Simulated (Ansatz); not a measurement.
B2H6OSi can be A, `BO[SiH2]B`, or B, `B[SiH2]BO`.

Calculated with Ansatz (gas phase, PBE0-D4/def2-TZVP geometries, no zero-point term in ΔE). CCSD(T)/CBS is the MP2 limit (def2-TZVPP, def2-QZVPP) plus CCSD(T) − MP2 in def2-TZVPP, frozen cores. Functionals use def2-TZVPP. B3LYP here is the variant with VWN-RPA as its local correlation; programs differ in this. One conformer a species, not always the lowest.

A:

```xyz
10

B    -1.9986   -0.6353    0.5515
O    -1.0477    0.2812    0.2993
Si    0.3023    0.2550   -0.6758
B     2.0019    0.5677    0.3325
H    -1.9542   -1.7143    0.0173
H    -2.8757   -0.3450    1.3163
H     0.3690   -1.0582   -1.3835
H     0.1206    1.3274   -1.6935
H     3.0283    0.6103   -0.2812
H     2.0541    0.7112    1.5171
```

B:

Z-matrix (Å, degrees):
```
Si
B 1 2.046
B 1 1.995 2 104.5
H 1 1.491 2 108.8 3 120.8
H 1 1.496 2 108.9 3 -120.9
O 2 1.349 1 122.6 3 105.7
H 2 1.199 1 121.7 3 -73.5
H 3 1.196 1 121.2 2 -90.9
H 3 1.196 1 120.9 2 83.9
H 6 0.962 2 114.2 1 1.3
```

(1) Which is lower in electronic energy at CCSD(T)/CBS, and by how much? (An estimate is asked.)

(2) Give E(B) − E(A) in kcal/mol with BLYP-D4, B3LYP, B2PLYP, HF/def2-TZVPP, PBE0-D4, CCSD/def2-TZVPP, CCSD(T)/def2-SVP. (Best estimate.)

(3) Does the order hold for the free energy at 298.15 K (harmonic terms from PBE0-D4)? (Estimate.)

Largest T1 diagnostic: 0.016.

Results:

(1) The calculation gave: A, by 22.9 kcal/mol.

(2) The calculation gave: BLYP-D4 21.1, B3LYP 22.9, B2PLYP 23.8, HF/def2-TZVPP 30.3, PBE0-D4 18.7, CCSD/def2-TZVPP 23.7, CCSD(T)/def2-SVP 19.5. None reverses the order clearly.

(3) Ansatz gave: Yes: G(B) − G(A) = +23.9 kcal/mol, for one conformer each. Modes under 60 cm⁻¹, often nearly free rotors, make the harmonic entropy too high.

At CCSD(T), def2-SVP lies −3.4 kcal/mol from the extrapolated value and def2-TZVPP −0.4 kcal/mol. From PBE to PBE0 (25 % exact exchange), in def2-TZVPP and without D4, E(B) − E(A) moves by +2.7 kcal/mol.
